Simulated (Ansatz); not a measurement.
All numbers were calculated with Ansatz.

A structure relaxed at PBE0-D4/def2-TZVP, charge 0, multiplicity 1:

Cartesian coordinates in Å:
```
S 0.271 -1.618 -1.250
C 0.430 0.179 -1.086
Si 0.249 0.732 0.698
S -1.584 0.065 1.576
H -0.983 -1.702 -0.773
H -0.263 0.690 -1.757
H 1.444 0.414 -1.421
H 1.402 0.217 1.477
H 0.184 2.216 0.775
H -1.150 -1.194 1.761
```

(1) Give its formula and SMILES.

(2) Summarise the bond lengths by kind.

Answers

(1) CH6S2Si, `SC[SiH2]S`.

(2) 1 × C–S 1.812 Å; 2 × H–S 1.344 Å; 1 × C–Si 1.877 Å; 2 × C–H 1.092 to 1.094 Å; 1 × S–Si 2.139 Å; 2 × H–Si 1.483 to 1.487 Å.
